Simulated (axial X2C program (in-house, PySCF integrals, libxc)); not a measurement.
**Low determinants of SnB at the PBE0 level, spin-free**

Computed with an in-house all-electron X2C program for linear molecules (integrals from PySCF). Spin-free means the one-electron spin-free X2C Hamiltonian. Basis: Sn dyall-cv3z [11s12p9d4f1g], B dyall-v3z [7s6p2d1f] (cores contracted in-house); Gaussian nuclei, density fitting, unrestricted open shells. Masses: Sn 119.902 u, B 11.009 u.

Search at 2.178 Å (vertical energies from the lowest determinant):

```csv
ΔE (eV),state,electrons beyond evenly filled partner blocks,"electrons in σ, π, δ, φ"
0.00,"M_S = 3/2, Λ = 0","σα, π+α, π-α",25 22 8 0
0.32,"M_S = 1/2, Λ = 0","σβ, π+α, π-α",25 22 8 0
0.75,"M_S = 1/2, Λ = 0","σα, π+β, π-α",25 22 8 0
0.75,"M_S = 1/2, Λ = 2","σα, π+α, π+β",25 22 8 0
1.18,"M_S = 1/2, Λ = 1","π+α, π+β, π-α",24 23 8 0
1.56,"M_S = 1/2, Λ = 1",π+α,26 21 8 0
2.45,"M_S = 3/2, Λ = 1","2 × π+α, π-α",24 23 8 0
```

Lowest determinant, M_S = 3/2, Λ = 0 (beyond evenly filled blocks: σα, π+α, π-α): Re = 2.175 Å, ωe = 559.7 cm⁻¹.

The determinant in row 2 of the search, M_S = 1/2, Λ = 0 (beyond evenly filled blocks: σβ, π+α, π-α), was followed along the bond at PBE0; measured from the minimum of the lowest determinant it gives:

Te = 0.319 eV (2577 cm⁻¹), Re = 2.184 Å, ωe = 555.1 cm⁻¹.

Question: Compare the bond of the determinant in row 2 with that of the lowest one.

Answer: At PBE0 its Re is 0.009 Å longer and its force constant, which goes as ωe², is 0.98 times that of the lowest determinant. This determinant mixes spin states, so it has no term energy of its own.

The search compares states at one distance, so a state with another bond length can lie lower; it is not exhaustive and yields mostly the lowest determinant of each block pattern, so other components and higher states of one pattern are missing. These are energies of single determinants, not of spin-adapted states; PBE0 term energies can be off by some tenths of an eV, and the functional has no current term. The lowest determinant need not be the ground state where others lie within half an eV. Row 2 is spin-contaminated (⟨S²⟩ = 1.77 against 0.75), so its values are not those of a pure state.
